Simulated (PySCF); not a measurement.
A PySCF script (with the pyscf-properties extension) for the NMR shieldings of `NB(N)CB(F)F`, CH6B2F2N2, on a GFN2-xTB geometry:

```python
import basis_set_exchange as bse
import numpy as np
from pyscf import gto, dft
from pyscf.prop import nmr

atoms = """
N    -0.726022    1.439164    0.479007
B    -0.647337    0.105838    0.058586
N    -1.579454   -0.844236    0.492067
C     0.540880   -0.328314   -0.951809
B     1.876105   -0.321054   -0.157893
F     2.583322    0.780612    0.063740
F     2.391114   -1.387036    0.437813
H    -1.421251    1.786133    1.115069
H    -0.038437    2.125874    0.229817
H    -1.549755   -1.809915    0.222886
H    -2.328780   -0.633626    1.126971
H     0.326265   -1.307924   -1.370221
H     0.568961    0.394971   -1.763761
"""
names = dict.fromkeys(["N", "B", "C", "F", "H"], "pcSseg-1")
basis = {el: gto.basis.parse(bse.get_basis(n, elements=[el], fmt="nwchem")) for el, n in names.items()}
mol = gto.M(atom=atoms, basis=basis, charge=0, verbose=0)
mf = dft.RKS(mol, xc="PBE0")
mf.grids.level = 2
mf.grids.alignment = dft.numint.BLKSIZE   # the property module wants whole blocks of grid points
mf.conv_tol = 1e-9
mf.kernel()

calc = nmr.RKS(mf)   # GIAO
C = mf.mo_coeff
Co = C[:, mf.mo_occ > 0]
resp = mf.gen_response(singlet=True, hermi=2)
def vind(x):   # induced exchange potential for any number of trial vectors
    d = np.einsum("pi,xij,qj->xpq", C, 2 * x.reshape(-1, C.shape[1], Co.shape[1]), Co, optimize=True)
    return np.einsum("xpq,pi,qj->xij", resp(d - d.transpose(0, 2, 1)), C, Co, optimize=True).ravel()
mo1, _ = nmr.rhf.solve_mo1(calc, with_cphf=vind)
sigma = calc.kernel(mo1)
for i, s in enumerate(sigma):   # ppm
    print("%2d %-2s %9.2f" % (i, mol.atom_pure_symbol(i), np.trace(s) / 3))
```

**Question.** Give the expected output.

**Answer.** 
```
 0 N     200.69
 1 B      74.79
 2 N     199.50
 3 C     181.12
 4 B      71.00
 5 F     246.39
 6 F     242.41
 7 H      29.52
 8 H      29.32
 9 H      29.32
10 H      29.53
11 H      31.48
12 H      31.15
```

These numbers come from an equivalent density-fitted implementation of the same equations, which agrees with the script to about 0.01 ppm for H and up to a few tenths of a ppm for heavy atoms, so last digits may differ.

Size and cost of the density-fitted run: 149 basis functions, 21 s wall time on 1 thread of an Arm Neoverse V1, shared host; peak memory 0.71 GiB.
